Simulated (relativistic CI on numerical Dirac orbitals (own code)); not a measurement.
**Ti³⁺ in a cubic cluster: 2p photoemission with charge transfer**

Computed with a charge-transfer multiplet model of a cubic metal-ligand cluster with up to 2 ligand holes, Slater and spin-orbit integrals from Dirac-Coulomb-Breit ions, Slater integrals scaled by 0.8. The ground state mixes d1 with configurations of k ligand holes L, whose averages lie at kΔ + k(k − 1)U_dd/2; a core hole lowers each added d electron by U_cd. 300 K, Lorentzian 0.6 eV and Gaussian 0.8 eV FWHM.

Atomic integrals in eV (Slater integrals scaled, ζ unscaled), ground: F2dd 6.578, F4dd 4.090, zeta_d 0.017; with the core hole: F2dd 6.578, F4dd 4.090, zeta_d 0.032, zeta_core 3.741, F2cd 5.066, G1cd 3.785, G3cd 2.149. Where a configuration has fewer than two d electrons, the dd integrals are those of d2.

Cluster parameters (eV): U_dd = 4.7, U_cd = 5.9, 10Dq = 1.35, 10Dq(ligand) = 0.4, V(eg) = 2.85, V(t2g) = -1.2, final-state hopping factor = 0.8.

| Case | n_d | d1 | d2L | d3L2 | S |
| --- | --- | --- | --- | --- | --- |
| Δ = 3.7 eV | 1.62 | 0.47 | 0.45 | 0.09 | 0.50 |
| Δ = 5.7 eV | 1.47 | 0.58 | 0.37 | 0.05 | 0.50 |
| Δ = 6.7 eV | 1.41 | 0.63 | 0.33 | 0.04 | 0.50 |

Weights, n_d and S are thermal averages at 300 K. Binding energies count from the first peak over 30 % of the highest in each spectrum, which can be another peak from case to case. The parameters are a model scan and need not match a compound or its usual spin state. Peaks in eV (height, largest 100):
- Δ = 3.7 eV: 0.0 (100), 3.3 (13), 6.2 (39), 9.3 (17), 15.7 (5)
- Δ = 5.7 eV: 0.0 (100), 3.6 (12), 6.0 (40), 8.9 (16)
- Δ = 6.7 eV: 0.0 (100), 5.9 (41), 8.7 (14)

Curve for Δ = 3.7 eV (points under 2 left out, the grid thinned):

(E (eV), Intensity): (-3.3, 2.1), (-2.9, 2.7), (-2.4, 4.0), (-1.9, 6.8), (-1.5, 12.5), (-1.1, 27.5), (-0.6, 65.7), (-0.1, 98.2), (0.3, 93.5), (0.7, 65.9), (1.2, 35.2), (1.7, 20.0), (2.1, 14.5), (2.5, 12.5), (3.0, 12.7), (3.5, 13.0), (3.9, 12.9), (4.3, 14.1), (4.8, 18.5), (5.3, 26.7), (5.7, 34.8), (6.1, 39.0), (6.6, 36.3), (7.1, 28.2), (7.5, 19.1), (7.9, 13.4), (8.4, 12.7), (8.9, 15.4), (9.3, 16.6), (9.7, 15.6), (10.2, 12.1), (10.7, 8.2), (11.1, 6.0), (11.5, 4.5), (12.0, 3.4), (12.5, 2.7), (12.9, 2.3), (13.9, 2.0), (14.4, 2.6), (14.9, 3.8), (15.3, 4.9), (15.7, 5.5), (16.2, 4.7), (16.7, 3.1), (17.1, 2.1)

For the case Δ = 3.7 eV, Δ = 3.7 eV is smaller than U_dd = 4.7 eV, the charge-transfer side of the Zaanen-Sawatzky-Allen scheme. With the core hole the configuration with one ligand hole lies at Δ − U_cd = -2.2, -0.2, 0.8 eV from the one without, in the order of the table; where this is negative the screened configuration lies lower, though the effective hopping of about 4.8 eV (from the holes of the mixed ground state) mixes the two strongly wherever it is as large as the gap.
